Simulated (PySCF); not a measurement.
TiOF, SMILES [O]=[Ti][F] (connectivity only; charge and spin as stated), neutral, multiplicity 2.

Geometry: PBE-D3(BJ)/def2-TZVP. The spin state was assumed, not searched.

Calculation: PBE-D3(BJ)/def2-TZVP (PySCF).

Frequencies are harmonic and unscaled.

| mode | ν (cm⁻¹) | IR (km/mol) | moving atoms (share of kinetic energy) |
|---|---|---|---|
| 1 | 219 | 0.9 | O 45 %, F 35 %, Ti 20 % |
| 2 | 679 | 163.2 | F 69 %, Ti 30 % |
| 3 | 1017 | 204.2 | O 74 %, Ti 26 % |
